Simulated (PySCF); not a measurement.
## Calculated NMR data

How the numbers were obtained: NMR shieldings at PBE0/pcSseg-1/GIAO, geometry: GFN2-xTB, in PySCF (one averaged value for each set of equivalent atoms, gas phase, no relativistic terms, single conformer).

Shifts are taken against calculated references (same method and geometry level): ¹H (σref 31.72) and ¹³C (σref 186.93) vs TMS. Splittings of carbon signals by F and P are missing where no couplings were computed. Where no couplings were computed, multiplicities follow the n + 1 count of equivalent neighbours, and m marks all less simple cases (inequivalent or close neighbours, rings, F or P nearby). Shifts are as computed. Against solution values, carbons near 30 ppm lie about +3 ppm off and those near 130 ppm about +5 ppm. Of 1211 compounds with measured shifts, 218 miss one by over three times the rms of a fit or turn the order of signals round; such compounds aren't used in these exercises.

**1.** SMILES CC1=C[PH](=O)C=C1C, C6H9OP. ¹H NMR (600 MHz, computed): δ 7.52 (m, 1H), 6.08 (m, 2H), 2.07 (s, 6H). ¹³C{¹H} NMR (computed): δ 160.3 (C), 132.4 (CH), 20.1 (CH3).

**2.** `P1=C(CC)OC(C)=C1`, C6H9OP. ¹H NMR (600 MHz, computed): δ 6.68 (m, 1H), 3.03 (m, 2H), 2.54 (s, 3H), 1.30 (t, 3H). ¹³C{¹H} NMR (computed): δ 212.4, 163.4, 127.7, 31.9, 21.9, 18.8.
